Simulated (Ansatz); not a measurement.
Compare A (`[OH][Al]([SiH3])[Br]`) with its isomer B (`[SiH3][O][AlH][Br]`).

Program: Ansatz. Geometries: PBE0-D4/def2-TZVP. ΔE: electronic, gas phase. CBS: MP2 limit from def2 TZ/QZ plus the TZ coupled-cluster correction, frozen cores. Functionals use def2-TZVPP. B3LYP here is the variant with VWN-RPA as its local correlation; programs differ in this. For Br outer-core shells are correlated without core-valence functions, which leaves a few kJ/mol of doubt a bond. Scalar relativity is left out up to krypton. Each species was taken in one conformer, which may not be the lowest.

Problem. Which isomer does CCSD(T)/CBS put lower? Give the gap. (An estimate is asked.)

Solution. Ansatz gave: B, by 22.7 kcal/mol.

Problem. Give E(B) − E(A) in kcal/mol with B2PLYP, MP2/def2-TZVPP, CCSD/def2-TZVPP, B3LYP, HF/def2-TZVPP, LDA (SPW92), r2SCAN-D4. (Best estimate.)

Solution. Ansatz gave: B2PLYP -23.8, MP2/def2-TZVPP -24.5, CCSD/def2-TZVPP -23.6, B3LYP -22.6, HF/def2-TZVPP -29.6, LDA (SPW92) -16.5, r2SCAN-D4 -21.2. None reverses the order clearly.

Problem. Does the order hold for the free energy at 298.15 K (harmonic terms from PBE0-D4)? (Best estimate.)

Solution. Ansatz gave: Yes: G(B) − G(A) = -24.3 kcal/mol, for one conformer each. Modes under 60 cm⁻¹, often nearly free rotors, make the harmonic entropy too high.

Largest T1 diagnostic: 0.011.

At CCSD(T), def2-SVP lies +1.1 kcal/mol from the extrapolated value and def2-TZVPP +0.1 kcal/mol. From BLYP to BHLYP (50 % exact exchange), in def2-TZVPP and without D4, E(B) − E(A) moves by −4.8 kcal/mol.
